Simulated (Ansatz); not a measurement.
Consider the formal exchange of groups at the Al–C bond: `CO[CH2][AlH2]` + `[SiH3]O[SiH3]` → `[AlH2][SiH2]O[SiH3]` + `COC`.

Calculated with Ansatz (gas phase, PBE0-D4/def2-TZVP geometries, no zero-point term in ΔE). CCSD(T)/CBS is the MP2 limit (def2-TZVPP, def2-QZVPP) plus CCSD(T) − MP2 in def2-TZVPP, frozen cores. DFT in def2-TZVPP. One conformer a species, not always the lowest.

```
         level  ΔE (kcal/mol)
           PBE           -5.1
        r2SCAN           -3.1
          PBE0           -4.8
CCSD/CBS(def2)           -2.3
```

Question: What does CCSD(T)/CBS give? (Estimate.)

Answer: Computed: -2.3 kcal/mol. The listed levels differ from it by -2.8, -0.8, -2.5, 0.0 kcal/mol.

Largest T1 diagnostic among the species: 0.012.
